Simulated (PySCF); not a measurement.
# Dipole moment and polarisability across levels of theory

Compound: bromine monochloride, BrCl.
SMILES: `BrCl`

PySCF, dipoles from the SCF density, polarisabilities from static response with core orbitals frozen. Isolated species at its PBE0-D3(BJ)/def2-SVP geometry, gas phase. Relativistic effects, spin–orbit coupling among them, are left out although an element past zinc is present.

Reference dipole: 0.519 D (measured, gas; NIST CCCBDB Release 22 (SRD 101), experimental dipoles). Reference dipole: 0.519 D (measured, gas; Liu, Meijer, Perez-Rios, Phys. Chem. Chem. Phys. 22 (2020) 24191). Errors are taken against the first value of each kind. The anisotropy is √(½[(α1 − α2)² + (α2 − α3)² + (α3 − α1)²]).

```tsv
level	μ (D)	error (%)	α (Å³)	anisotropy (Å³)
LDA/def2-SVPD	0.468	-9.8	5.68	2.92
PBE/def2-SVPD	0.498	-4.1	5.68	2.93
B3LYP/def2-SVPD	0.513	-1.2	5.61	3.06
PBE0/def2-SVPD	0.529	+1.9	5.54	3.02
BHandHLYP/def2-SVPD	0.548	+5.7	5.49	3.20
CAM-B3LYP/def2-SVPD	0.542	+4.5	5.56	3.11
wB97X-D/def2-SVPD	0.559	+7.8	5.53	3.06
LC-wPBE/def2-SVPD	0.605	+16.6	5.44	3.08
HF/def2-SVPD	0.593	+14.2	5.45	3.46
PBE0/6-31G*	0.595	+14.6	3.54	3.79
PBE0/def2-SVP	0.545	+5.0	3.47	3.55
PBE0/def2-TZVP	0.484	-6.7	4.41	3.69
```

For the dipole, the smallest error is 1.2% (B3LYP/def2-SVPD) and the largest 16.6% (LC-wPBE/def2-SVPD). The dipole runs from 0.47 D (LDA/def2-SVPD) to 0.61 D (LC-wPBE/def2-SVPD). No reference polarisability is at hand; against PBE0 in the largest diffuse basis at hand (def2-SVPD) the other PBE0 rows deviate by 6-31G* -36%, def2-SVP -37%, def2-TZVP -20%. In one basis (def2-SVPD) the functionals order the polarisability from LC-wPBE (lowest) to PBE (highest), a spread of 4%. With PBE0 the polarisability is 3.81 Å³ without diffuse functions (mean of 6-31G*, def2-SVP and def2-TZVP) and 5.54 Å³ with them (def2-SVPD). Measured values can belong to vibrating molecules; the computed ones are for one fixed geometry.
